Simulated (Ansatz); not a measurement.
GaICl₂⁺, that is GaCl2I with one electron fewer. Total charge 1; doublet. Geometry PBE0-D4/def2-SVP, that of the neutral singlet; atoms count from 1.

Cartesian coordinates in Å:
```
Ga 0.056 -0.019 0.023
Cl 0.715 -2.032 -0.189
Cl 1.337 1.343 1.042
I -2.109 0.708 -0.876
```

In the def2 sets I takes a core potential; there is no spin–orbit coupling.

Q: Estimate the Mulliken populations from the PBE0/def2-TZVP orbitals of Ansatz.

A: 
```tsv
atom	charge (e)	spin (α − β)
Ga1	0.63	-0.05
Cl2	-0.05	0.09
Cl3	-0.05	0.09
I4	0.48	0.88
```
Mulliken values depend strongly on the basis.

Q: Where does the spin sit?

A: Summed by element: Ga -0.05, Cl 0.17, I 0.88, of 1 unpaired in all. Largest on single atoms: I4 0.88, Cl3 0.09, Cl2 0.09.

Q: And the Mayer bond orders between heavy atoms (over 0.3)?

A: Ga1–Cl2 1.25 (2.13 Å); Ga1–Cl3 1.25 (2.13 Å); Ga1–I4 0.90 (2.45 Å).
